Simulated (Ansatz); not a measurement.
`[BH2][Al]([CH3])[SiH2]F` from Hartree–Fock to CCSD(T)

```xyz
12

B    -1.629   -0.193   -1.719
Al   -0.339   -0.120   -0.047
C    -0.757   -0.773    1.756
Si    1.912    0.870   -0.376
F     2.108    1.365   -1.904
H    -2.374    0.703   -2.004
H    -1.646   -1.117   -2.486
H    -0.061   -1.570    2.039
H    -0.629    0.026    2.494
H    -1.772   -1.164    1.852
H     2.165    2.061    0.490
H     3.024   -0.088   -0.095
```

Total charge 0; spin multiplicity 1. The geometry is a stationary point of PBE0-D4/def2-TZVP. It is one conformer, not always the lowest. Frozen core, restricted reference, Ansatz 0.2.0. CBS rows extrapolate triple and quadruple zeta; past MP2 they add the triple-zeta difference.

| basis | HF (Eh) | MP2 corr. | CCSD corr. | (T) | CCSD(T) total |
| --- | --- | --- | --- | --- | --- |
| def2-SVP | -696.62981 | -0.56480 | -0.62999 | -0.01423 | -697.27403 |
| def2-TZVPP | -697.02441 | -0.72089 | -0.78106 | -0.02556 | -697.83103 |
| def2-QZVPP | -697.04855 | -0.77799 | – | – | – |
| CBS(def2) | -697.05188 | -0.82029 | -0.88045 | as TZ | -697.95789 |
